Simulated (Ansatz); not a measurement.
A made-up structure of CH$_{3}$Zn (charge +1), singlet:

```json
{"atom": "C1", "x (Å)": "-0.0357", "y (Å)": "-0.8314", "z (Å)": "0.2686"}
{"atom": "Zn2", "x (Å)": "0.0476", "y (Å)": "1.1209", "z (Å)": "-0.3623"}
{"atom": "H3", "x (Å)": "-0.0943", "y (Å)": "-1.7002", "z (Å)": "-0.3984"}
{"atom": "H4", "x (Å)": "-0.0273", "y (Å)": "-1.1478", "z (Å)": "1.3189"}
{"atom": "H5", "x (Å)": "0.6586", "y (Å)": "-1.6237", "z (Å)": "0.3865"}
```

It is relaxed with PBE-D4/def2-SVP and then PBE0-D4/def2-TZVP (Ansatz 0.2.0). Atoms count as bonded within 1.22 times the sum of their covalent radii (H–H: 0.88 Å). The end point is not checked to be a true minimum.

**Question.** Does its bonding change? (A judgement: the text doesn't fix the answer.)

**Answer.** The calculation gives: No: no bond forms or breaks.

Where it ends: The first stage lowers the energy by 3.17 eV in 7 steps. It ends as CH₃Zn ([CH3][Zn]), total charge +1:
```xyz
5
angstrom
C 0.1096 -1.0572 0.3121
Zn 0.1115 0.8275 -0.2812
H -0.4921 -1.5767 -0.4314
H -0.3393 -1.0308 1.3034
H 1.1593 -1.3449 0.3102
```

Labels in which every atom is bracketed show which atoms are joined, not bond orders.

For scale, one of the runs: PBE0-D4/def2-TZVP relaxation, 97 basis functions, launched by `ansatz run in.yaml --threads 2 --pin off --events-out ev --progress --plain --max-ram 4352MiB`. The run took about 4.3 s on 2 CPU threads of an Intel Xeon 6975P-C (shared host).
